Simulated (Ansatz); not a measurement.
Computed with Ansatz.

A structure relaxed at PBE0-D4/def2-TZVP, charge 0, multiplicity 1:

```json
{"atom": "Cl1", "x (Å)": "1.590", "y (Å)": "0.968", "z (Å)": "0.935"}
{"atom": "Zn2", "x (Å)": "0.000", "y (Å)": "0.000", "z (Å)": "0.000"}
{"atom": "Cl3", "x (Å)": "-1.590", "y (Å)": "-0.968", "z (Å)": "-0.935"}
```

Give its formula and SMILES.

Cl2Zn, `[Cl][Zn][Cl]`.

Point group (tolerance 0.08 Å, 0.16 Å for H)?

D∞h.

Summarise the bond lengths by kind.

2 × Cl–Zn 2.083 Å.
